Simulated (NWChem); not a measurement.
Molecule: SiNH2F, singlet; SMILES N[Si]F

```xyz
5

Si    -0.6434     0.0506     0.0000
F      0.4310     1.2984     0.0000
N      0.4907    -1.2340     0.0000
H      1.5010    -1.1134     0.0000
H      0.2134    -2.2102     0.0000
```
Atoms are numbered in this order, from 1.

Program: NWChem. Geometry optimised at PBE0/def2-SVP; all other runs use it. Low-valent species are run as closed-shell singlets; no triplet was tried in these runs. Vzz has the sign of the potential's second derivative.

| quantity | level | value |
|---|---|---|
| cavity-dispersion-structure term (kcal/mol) in water | M06-2X/def2-SVP, SMD | 2.2 |
| highest occupied level (eV) | r2SCAN/def2-SVP | -6.14 |
| first 1s excitation (eV), F K edge, unshifted | PBE0/cc-pVTZ, TDA | 670.2 |
| Vzz N3 (a.u.) | Hartree-Fock/def2-SVP | [?] |
| dipole (D) | PBE0/def2-SVP | [?] |
| highest harmonic frequency (cm⁻¹) | PBE0/def2-SVP | [?] |

Complete the blanks.


- Vzz N3 (a.u.), value: -0.698
- dipole (D), value: 2.58
- highest harmonic frequency (cm⁻¹), value: 3699
